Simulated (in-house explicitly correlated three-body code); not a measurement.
Computed with an exponentially correlated three-body code. Model: two electrons around a point charge, non-relativistic, variational in 260 exponentially correlated functions (energies converged to about 1e-7 hartree, or 1e-8 relative for large Z).

For two electrons in a singlet the Kohn-Sham orbital is the square root of half the density, so the exact Kohn-Sham potential and energy parts follow from the density alone, and exchange is minus half the Hartree energy. The Kohn-Sham level equals minus the binding energy of the second electron.

Command:
```bash
python run_hyl.py task.json out
```
Settings (lengths in bohr, energies in hartree):
```
Z                      1.7
interaction_strength   1
functions              260
states_tried           13
```

Run time, properties included: 36 s on 1 thread of Intel(R) Xeon(R) Platinum 8375C CPU @ 2.90GHz (Ice Lake) (shared host).

**Those bound S and P states to n = 4 that converged, binding against the one-electron ion.**

Given: nuclear charge 1.7.

Computed: one-electron threshold -1.445 hartree.

```tsv
term	energy (hartree)	binding (eV)	quantum defect
1 1S	-1.98068442	14.577	0.32372
2 3S	-1.53891756	2.5556	0.38486
2 1S	-1.52084457	2.0638	0.2027
2 3P	-1.51000105	1.7688	0.058565
2 1P	?	?	?
3 3S	-1.48057982	0.96818	0.3759
3 1S	-1.47614143	0.8474	0.19512
3 3P	?	?	?
3 1P	-1.4720969	0.73734	-0.0069295
4 3S	-1.46362758	0.50688	0.37336
4 1S	-1.46190326	0.45996	0.19287
4 3P	-1.46082165	0.43053	0.064887
4 1P	-1.46025508	0.41511	-0.0075208
```

(1) What belongs in the row 2 1P?

(2) What belongs in the row 3 3P?

**Electric-dipole lines between converged S and P states, rate of the upper state's decay.**

| s state | p state | p minus s (eV) | oscillator strength from s | rate (1/s) |
| --- | --- | --- | --- | --- |
| 1 1S | 2 1P | 12.918 | 0.19004 | 4.5871e+08 |
| 1 1S | 3 1P | 13.839 | 0.053005 | 1.4684e+08 |
| 1 1S | 4 1P | ? | ? | ? |
| 2 1S | 2 1P | 0.40537 | 0.48854 | 1.1612e+06 |
| 2 1S | 3 1P | 1.3265 | 0.093807 | 2.3874e+06 |
| 2 1S | 4 1P | 1.6487 | 0.034059 | 1.3391e+06 |
| 3 1S | 2 1P | -0.81106 | -0.18778 | 5.36e+06 |
| 3 1S | 3 1P | ? | ? | ? |
| 3 1S | 4 1P | 0.43229 | 0.080833 | 218490 |
| 4 1S | 2 1P | -1.1985 | -0.030744 | 1.9162e+06 |
| 4 1S | 3 1P | -0.27738 | -0.39066 | 1.3043e+06 |
| 4 1S | 4 1P | 0.044849 | 1.0943 | 31836 |
| 2 3S | 2 3P | 0.78686 | 0.67577 | 6.0517e+06 |
| 2 3S | 3 3P | 1.7825 | 0.018409 | 846070 |
| 2 3S | 4 3P | 2.1251 | 0.010267 | 670640 |
| 3 3S | 2 3P | -0.80059 | -0.28223 | 7.8495e+06 |
| 3 3S | 3 3P | 0.1951 | 1.1064 | 609100 |
| 3 3S | 4 3P | 0.53765 | 0.0073962 | 30924 |
| 4 3S | 2 3P | -1.2619 | -0.036572 | 2.527e+06 |
| 4 3S | 3 3P | -0.2662 | -0.57792 | 1.7769e+06 |
| 4 3S | 4 3P | 0.076353 | 1.5011 | 126570 |

(3) What belongs in the row 1 1S 4 1P?

(4) What belongs in the row 3 1S 3 1P?

**Functionals on the exact density and self-consistent, errors are functional minus exact, hybrids only self-consistent, a dash where a self-consistent run leaves the top level unbound.**

```
  result  exchange error (millihartree)  correlation error (millihartree)  functional driven error (millihartree)  density driven error (millihartree)  self consistent total error (millihartree)  top level plus exact binding (eV)
    BP86                        -2.5966                           -1.9052                                 -4.5017                             -0.62454                                     -5.1263                              6.769
  PBEsol                          44.79                           -8.6788                                  36.111                             -0.88885                                      35.222                             7.0776
    RPBE                        -7.6894                            1.2672                                 -6.4222                             -0.98212                                     -7.4043                             6.8588
LDA PW92                         114.01                           -61.956                                  52.052                              -1.4821                                       50.57                             7.0032
   HSE06                              -                                 -                                       -                                    -                                      5.1396                             5.3383
     PBE                              ?                                 ?                                       ?                                    ?                                           ?                                  ?
    SCAN                        -5.6113                            4.8406                                -0.77077                             -0.22348                                    -0.99424                             6.3389
    AM05                              ?                                 ?                                       ?                                    ?                                           ?                                  ?
  r2SCAN                        -5.6113                            4.8406                                -0.77077                             -0.22348                                    -0.99424                             6.3389
    PBE0                              -                                 -                                       -                                    -                                       6.182                             4.9345
```

(5) What belongs in the row PBE?

(6) What belongs in the row AM05?

**Density and exact potentials over r, pair density (one pair, times 4 pi r12^2) and exact minus Kohn-Sham pair density over r12.**

| radius (bohr) | radial density (electrons/bohr) | exchange potential (hartree) | intracule density (1/bohr) | Coulomb hole against Kohn-Sham (1/bohr) | correlation potential (hartree) |
| --- | --- | --- | --- | --- | --- |
| 0.136 | 0.30816 | -1.3561 | 0.01334 | -0.0107 | -0.048 |
| 0.16 | ? | ? | ? | ? | ? |
| 0.187 | 0.49236 | -1.332 | 0.025686 | -0.01867 | -0.039 |
| 0.22 | 0.61172 | -1.3142 | 0.035807 | -0.02441 | -0.033 |
| 0.258 | 0.74362 | -1.292 | 0.04944 | -0.0313 | -0.025 |
| 0.303 | 0.88734 | -1.2641 | 0.068136 | -0.03948 | -0.017 |
| 0.355 | 1.0321 | -1.2303 | 0.092805 | -0.04849 | -0.008 |
| 0.416 | 1.1699 | -1.1894 | 0.12521 | -0.05781 | 0.001 |
| 0.488 | 1.288 | -1.1406 | 0.16698 | -0.06632 | 0.011 |
| 0.573 | 1.3708 | -1.0834 | 0.21898 | -0.07221 | 0.019 |
| 0.672 | 1.4031 | -1.0189 | 0.27978 | -0.07317 | 0.026 |
| 0.788 | 1.3756 | -0.94764 | 0.34657 | -0.067 | 0.03 |
| 0.925 | 1.2841 | -0.87026 | 0.41336 | -0.05222 | 0.032 |
| 1.08 | ? | ? | ? | ? | ? |
| 1.27 | 0.94661 | -0.70855 | 0.50132 | -0.003143 | 0.026 |
| 1.49 | 0.73447 | -0.62737 | 0.49864 | 0.02182 | 0.02 |
| 1.75 | 0.52479 | -0.54904 | 0.45364 | 0.03808 | 0.014 |
| 2.05 | 0.34416 | -0.47722 | 0.3723 | 0.04131 | 0.009 |
| 2.41 | 0.20048 | -0.41052 | 0.26774 | 0.0329 | 0.005 |
| 2.83 | 0.10317 | -0.35172 | 0.16596 | 0.01916 | 0.002 |
| 3.32 | 0.045953 | -0.30068 | 0.086584 | 0.007323 | 0.001 |
| 3.89 | 0.017344 | -0.25693 | 0.03712 | 0.0009186 | 0 |

(7) What belongs in the row 0.16?

(8) What belongs in the row 1.08?

Answers

(1) energy (hartree): -1.50594734; binding (eV): 1.6585; quantum defect: -0.0049597.

(2) energy (hartree): -1.47341006; binding (eV): 0.77308; quantum defect: 0.063385.

(3) p minus s (eV): 14.162; oscillator strength from s: 0.021877; rate (1/s): 6.346e+07.

(4) p minus s (eV): 0.11006; oscillator strength from s: 0.8026; rate (1/s): 140610.

(5) exchange error (millihartree): 6.8762; correlation error (millihartree): 1.2672; functional driven error (millihartree): 8.1434; density driven error (millihartree): -0.84799; self consistent total error (millihartree): 7.2955; top level plus exact binding (eV): 6.8978.

(6) exchange error (millihartree): 86.808; correlation error (millihartree): -48.508; functional driven error (millihartree): 38.3; density driven error (millihartree): -1.0174; self consistent total error (millihartree): 37.283; top level plus exact binding (eV): 7.1139.

(7) radial density (electrons/bohr): 0.39395; exchange potential (hartree): -1.3453; intracule density (1/bohr): 0.018644; Coulomb hole against Kohn-Sham (1/bohr): -0.01427; correlation potential (hartree): -0.044.

(8) radial density (electrons/bohr): 1.1403; exchange potential (hartree): -0.79192; intracule density (1/bohr): 0.46782; Coulomb hole against Kohn-Sham (1/bohr): -0.03038; correlation potential (hartree): 0.03.

The density-driven part is never positive, since each functional's own density lowers its energy. Here it is small beside the functional-driven part (median ratio 0.12), the normal case.
